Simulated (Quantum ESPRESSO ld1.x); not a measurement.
These are the eigenvalues of the occupied orbitals of an atom or ion with whole-number occupations (eV). All-electron calculation, Dirac Kohn-Sham, PBE, spin-unpolarised, spherical densities, point nucleus. Program: ld1.x of Quantum ESPRESSO 7.5.

1s1/2: -89284.931
2s1/2: -17030.036
2p1/2: -16402.492
2p3/2: -14213.559
3s1/2: -5076.714
3p1/2: -4796.437
3p3/2: -4303.256
3d3/2: -3846.225
3d5/2: -3741.394
4s1/2: -2044.618
4p1/2: -1922.359
4p3/2: -1781.120
4d3/2: -1584.027
4d5/2: -1555.318
4f5/2: -1312.430

Which element is it, and in what charge state? The configuration may be excited. Open shells, if any, fill j = l - 1/2 first.

Answer. Z = 82, lead, charge +34: Pb34+ in [Kr] 4d10 4f2. The list shows which subshells hold electrons but not how many an open one holds; the 1s level, -3281.2 hartree, gives Z - s = 81.0 by -(Z - s)^2/2, which with screening and relativity narrows Z to a few neighbours, and the depths of the outer levels then fix element, charge and occupations together.
